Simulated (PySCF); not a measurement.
Species: C₄H₃BO₂.
Bonds: C1–C2 (triple), C2–C3, C3–C4 (triple), C4–B5, B5–O6, B5–O7. Hydrogens: H8 on C1; H9 on O6; H10 on O7.

Computed by this run: PySCF 2.14.0, PBE0-D3(BJ)/def2-SVP geometry optimisation, gas phase; density fitting, grid level 1; the optimiser is geomeTRIC in internal coordinates, started from a GFN2-xTB structure with every atom displaced at random (about 0.01 Å).

At the end of the run (lengths in Å): C3≡C4 1.225, C1–H8 1.075, C4–B5 1.549, C1≡C2 1.217, O7–H10 0.961, B5–O6 1.355, O6–H9 0.961, C1–C2–C3 179.9°, C2–C3–C4 179.8°, C3–C4–B5 179.8°, C4–B5–O6 121.3°.

Problem. These geometries were met on the way; a selection of coordinates is given. Order them by energy above the end point, lowest first.
A. C3≡C4 1.160, C1–H8 1.044, C4–B5 1.577, C1≡C2 1.231, O7–H10 0.949, B5–O6 1.343, O6–H9 0.954, C1–C2–C3 179.2°, C2–C3–C4 179.4°, C3–C4–B5 178.7°, C4–B5–O6 122.2°
B. C3≡C4 1.227, C1–H8 1.075, C4–B5 1.549, C1≡C2 1.218, O7–H10 0.960, B5–O6 1.355, O6–H9 0.961, C1–C2–C3 175.9°, C2–C3–C4 178.5°, C3–C4–B5 178.4°, C4–B5–O6 121.4°
C. C3≡C4 1.234, C1–H8 1.078, C4–B5 1.547, C1≡C2 1.215, O7–H10 0.961, B5–O6 1.357, O6–H9 0.961, C1–C2–C3 173.8°, C2–C3–C4 177.3°, C3–C4–B5 177.8°, C4–B5–O6 121.4°

Solution. B (0.009 eV), C (0.027 eV), A (0.306 eV).

| step | E above end (eV) | rms distance from the end, all atoms (Å) | largest force (eV/Å) | rms shift of all bonds from the end (Å) |
| --- | --- | --- | --- | --- |
| 2 | 0.009 | 0.056 | 0.239 | 0.001 |
| 1 | 0.027 | 0.093 | 1.083 | 0.004 |
| 0 | 0.306 | 0.035 | 8.500 | 0.027 |

Rows stand in the order of the answer.
